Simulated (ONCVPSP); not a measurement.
# Ti: excitation energies, all-electron against ONCV

```json
{"Element": "Ti", "Generator": "ONCVPSP 4.0.1", "Type": "optimised norm-conserving Vanderbilt (ONCV)", "Functional": "PBE", "Relativity": "scalar-relativistic", "Frozen core": "[Ne]", "Valence charge": "12", "Reference configuration": "3s2 3p6 3d2 4s2", "Partial waves": "3s+4s: rc 1.80 bohr, ncon 5, nbas 8, qcut 5.4 1/bohr, 3 projectors, debl 3.3 Ha; 3p: rc 1.60 bohr, ncon 5, nbas 8, qcut 6.7 1/bohr, 2 projectors, debl 2.7 Ha; 3d: rc 1.65 bohr, ncon 3, nbas 8, qcut 10.7 1/bohr, 2 projectors, debl 0.7 Ha", "Local potential": "polynomial inside 1.15 bohr (lpopt 5, dvloc0 9.5 Ha)", "Core correction": "Teter function fitted to the true core (icmod 2), fcfact 0.5"}
```

Energies are relative to the spin-unpolarised reference configuration 3s2 3p6 3d2 4s2; without spin polarisation the order of configurations can differ from experiment.

```tsv
valence configuration	charge	ΔE all-electron (eV)	error AE − PS (meV)
3s2 3p6 3d2 4s1	+1	7.347	-0.5
3s2 3p6 3d2 4s0	+2	20.919	-2.6
3s2 3p6 3d1 4s0	+3	47.867	+23
3s2 3p6 3d1 4s2	+1	9.745	+29
```

Levels in the configuration 3s2 3p6 3d2 4s0:

| level | all-electron (eV) | pseudo (eV) |
| --- | --- | --- |
| 3s | -78.550 | -78.598 |
| 3p | -54.765 | -54.784 |
| 3d | -19.680 | -19.692 |
